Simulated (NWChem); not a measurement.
System: SiH2SF2; SMILES F[SiH](F)S

```xyz
6

Si    -0.0021     0.4583     0.3611
F     -1.3477     1.0615    -0.2582
F      1.2384     1.2198    -0.3085
S     -0.0121    -1.6113    -0.1404
H      0.0501     0.7188     1.8113
H      1.1565    -1.8867     0.4804
```
Atoms are numbered in this order, from 1.

Program: NWChem. Medium grid unless said otherwise, to which SCAN and Minnesota functionals are sensitive. Structure relaxed at the B3LYP/6-31G* (spherical d) level. B3LYP is NWChem's, with the RPA form of VWN correlation.

Problem. Order these by “orbital gap (eV)”, lowest first: CAM-B3LYP/def2-SVP; B3LYP/def2-SVP; LC-BLYP (range parameter 0.33 per bohr)/def2-SVP; revPBE/def2-SVP.

Solution. revPBE/def2-SVP (6.14), B3LYP/def2-SVP (7.86), CAM-B3LYP/def2-SVP (10.87), LC-BLYP (range parameter 0.33 per bohr)/def2-SVP (12.74)
